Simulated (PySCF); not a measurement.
Electron correlation in Se(2+) (selenium, charge +2)

[Ar] 3d10 4s2 4p2, high-spin 3P determinant. All numbers are calculated (PySCF 2.14, a scalar-relativistic core potential, in aug-cc-pVQZ-PP with one added diffuse shell each of s, p, d, f, g type with ECP10MDF (8s7p6d4f3g, 114 functions)). Frozen: 3s2 3p6 3d10; 4 electrons correlated.

MP2 pair energies summed by pair of shells (mhartree):

```tsv
pair	energy	share (%)
4s-4p	-38.82	63.1
4s-4s	-16.84	27.4
4p-4p	-5.88	9.6
```

Total MP2 correlation energy: -61.54 mhartree.

Same-spin part -9.83 and opposite-spin part -51.70 mhartree; SCS-MP2 scales them by 1/3 and 6/5 to -65.32 mhartree.
